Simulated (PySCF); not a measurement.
Nb(O)(F)2(OH) (F₂HNbO₂), SMILES [O]=[Nb]([OH])([F])[F], multiplicity 1. Heavy atoms are numbered as in [Nb:1](=[O:2])([F:3])([F:4])[OH:5]. Hydrogens are named by the atom that carries them.

The structure is a stationary point at B3LYP-D3(BJ)/def2-SVP. The spin state was assumed, not searched. The structure was generated by enumeration; whether it is a known compound was not checked. The def2 effective core potentials stand for the cores of Nb; spin–orbit coupling is left out. Other conformers were not sampled.

Computed with PySCF with CAM-B3LYP/def2-TZVP.

ESP charges are fitted to the potential on shells at 1.4 to 2.0 van der Waals radii. Atomic charges (e), one atom of each kind:

| atom | Löwdin | ESP fit | Mulliken |
|---|---|---|---|
| Nb1 | 0.94 | 1.67 | 1.86 |
| O2 | -0.30 | -0.59 | -0.56 |
| F3 | -0.26 | -0.39 | -0.47 |
| O5 (OH) | -0.31 | -0.76 | -0.73 |
| H on O5 | 0.19 | 0.45 | 0.36 |
